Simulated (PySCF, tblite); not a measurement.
Compound: C3H7ClO2S.
Z-matrix (Å and degrees, GFN2-xTB geometry), rows numbered from 1:
```
C 
C   1  1.5066
C   2  1.5064  1  116.12
S   2  1.8207  1  106.61  3  -118.29
O   4  1.4278  2  110.96  1   175.06
O   4  1.4279  2  111.02  1   -51.10
Cl  4  2.0382  2  102.37  1    62.00
H   1  1.0878  2  109.60  3   168.74
H   1  1.0884  2  110.76  3   -71.15
H   1  1.0879  2  110.37  3    49.11
H   2  1.0902  1  112.08  3   130.71
H   3  1.0879  2  110.20  1   -50.28
H   3  1.0876  2  109.55  1  -169.76
H   3  1.0883  2  110.85  1    70.08
```

Level of theory: PBE0/pcSseg-1 in PySCF (dipole) on a GFN2-xTB geometry, gas phase.

Masses are those of the commonest isotopes; rigid-rotor values at the optimised geometry. The values belong to one conformer with, in the numbering `[CH3:1][CH:2]([CH3:3])[S:4](=[O:5])(=[O:6])[Cl:7]`, C1–C2–S4–O5 175°.

Give the principal moments of inertia and the rotational constants in MHz.

Ia = 231.37, Ib = 295.47, Ic = 319.52 u·Å²; 505379 MHz·u·Å²/I gives A = 2184, B = 1710, C = 1582 MHz.

Classify the top.

An asymmetric top: κ = (2 × 1710 − 2184 − 1582)/(2184 − 1582) = -0.57.

Is it planar, by Δ = Ic − Ia − Ib?

Not planar: Δ = Ic − Ia − Ib = -207.32 u·Å². For a rigid frame Δ = −2 Σ m c², so Σ m c² = 103.66 u·Å² lies off the ab plane: 16.32 from hydrogen and 87.34 from heavier atoms. The atom farthest from that plane is 2.12 Å away.

Give the coordinates in the principal-axis frame, origin at the centre of mass.

The sense of each axis is arbitrary; atoms in the order of the calculation.
```csv
atom,mass (u),a (Å),b (Å),c (Å)
C1,12.000,-1.793,-0.381,1.275
C2,12.000,-1.445,0.351,0.005
C3,12.000,-1.792,-0.351,-1.282
S4,31.972,0.364,0.560,0.005
O5,15.995,0.810,1.146,-1.219
O6,15.995,0.814,1.129,1.234
Cl7,34.969,1.026,-1.368,-0.010
H8,1.008,-1.326,0.116,2.123
H9,1.008,-2.871,-0.397,1.428
H10,1.008,-1.434,-1.407,1.231
H11,1.008,-1.795,1.383,0.018
H12,1.008,-1.413,-1.371,-1.267
H13,1.008,-1.338,0.176,-2.118
H14,1.008,-2.870,-0.381,-1.428
```

Where do the levels up to J = 2 lie, in K?

Above 0(0,0), as E/k:
J = 1: 1(0,1) 0.158, 1(1,1) 0.181, 1(1,0) 0.187
J = 2: 2(0,2) 0.473, 2(1,2) 0.491, 2(1,1) 0.509, 2(2,1) 0.577, 2(2,0) 0.578
The levels of one J sum to (2J + 1)J(J + 1)(A + B + C)/3.

Predict some low-J microwave lines.

The dipole components are |μa| = 4.34 D, |μb| = 1.35 D, |μc| = 0.00 D; the mirror of this Cs structure is the ab plane, so μc vanishes by symmetry and there are no c-type lines. Intensities carry the squares of the components, which stand as 1.00 : 0.10 (a : b). Some lines, for components of 0.1 D or more:

| type | branch | J(Ka,Kc) | MHz | lower level (cm⁻¹) |
| --- | --- | --- | --- | --- |
| b | Q | 1(1,0) ← 1(0,1) | 603 | 0.110 |
| b | Q | 2(1,1) ← 2(0,2) | 754 | 0.329 |
| a | Q | 3(1,2) ← 3(1,3) | 770 | 0.664 |
| b | Q | 3(1,2) ← 3(0,3) | 1019 | 0.655 |
| b | Q | 3(2,1) ← 3(1,2) | 1354 | 0.689 |
| b | Q | 3(2,2) ← 3(1,3) | 2014 | 0.664 |
| a | R | 1(0,1) ← 0(0,0) | 3292 | 0.000 |
| a | R | 2(1,1) ← 1(1,0) | 6713 | 0.130 |
| b | R | 2(1,2) ← 1(0,1) | 6929 | 0.110 |
| b | R | 2(2,1) ← 1(1,0) | 8135 | 0.130 |
| b | R | 2(2,0) ← 1(1,1) | 8286 | 0.126 |
| b | R | 3(0,3) ← 2(1,2) | 9421 | 0.341 |
| a | R | 3(1,3) ← 2(1,2) | 9670 | 0.341 |
| a | R | 3(0,3) ← 2(0,2) | 9789 | 0.329 |
| b | R | 3(1,3) ← 2(0,2) | 10038 | 0.329 |
| b | R | 3(2,1) ← 2(1,2) | 11794 | 0.341 |
| b | R | 3(3,1) ← 2(2,0) | 12558 | 0.402 |

Estimate the classical rotational partition function at 25 K, 50 K and 200 K.

Point group Cs, symmetry number σ = 1; q = (√π/σ)·√((kT/h)³/(ABC)), k/h = 20836.6 MHz/K: 8670 at 25 K, 24500 at 50 K, 196000 at 200 K.

Its GFN2-xTB frequencies are all real (lowest 77 cm⁻¹). Constants of a rigid frame at the computed geometry: no zero-point averaging, no centrifugal distortion. A rigid rotor knows nothing of internal rotation, which can split or shift real lines. Quadrupole hyperfine structure (35Cl) is left out.
